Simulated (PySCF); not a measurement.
Computed shifts of a molecule C2H4BF3, PBE0/pcSseg-1 (PySCF), GIAO, gas phase, equivalent atoms averaged, in ppm (number of nuclei): ¹⁹F: -37.9 (1), -309.9 (2). ¹³C: 82.6 (1), 80.9 (1). ¹H: 5.25 (2), 4.83 (2). References: ¹⁹F against CFCl3 (σ = 167.2 ppm); ¹³C against TMS (σ = 186.3 ppm); ¹¹B against BF3 (σ = 88.8 ppm); ¹H against TMS (σ = 31.56 ppm), references at their B3LYP-D3(BJ)/def2-TZVP geometries, non-relativistic. Geometry: B3LYP-D3(BJ)/def2-SVP. One conformer was computed; it need not be the lowest.

### Question
Which molecule gave these data?
(A) CB(F)C(F)F
(B) C[C@H](F)B(F)F
(C) FCB(F)CF

### Answer
C, FCB(F)CF
